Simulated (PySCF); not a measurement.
Species: [Zr(Cl)4] (charge 0, multiplicity 1).

Problem. Give the charge on the central atom (Mulliken), LUMO and HOMO at the level TPSSh-D3(BJ)/def2-TZVP // TPSS-D3(BJ)/def2-SVP in PySCF.

Solution. 
- charge on the central atom (Mulliken): 1.38 e
- LUMO: -3.23 eV
- HOMO: -9.01 eV
